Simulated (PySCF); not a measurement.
C4H6ClF, SMILES F/C=C/CCCl.

The structure is a stationary point at r2SCAN-D4/def2-SVP. The structure was generated by enumeration; whether it is a known compound was not checked. One conformer was computed; it need not be the lowest.

Vertical ionisation energy (IE) and electron affinity (EA) in eV. Rows of orbital energies are one-electron estimates. Where ΔSCF, EOM or ADC give a negative EA the extra electron is unbound and the value depends on the basis.

| level | IE | EA |
|---|---|---|
| −ε(HOMO), −ε(LUMO), HF/def2-TZVP (PySCF) | 10.00 | -3.55 |
| −ε(HOMO), −ε(LUMO), PBE/def2-TZVP (PySCF) | 6.06 | 0.74 |
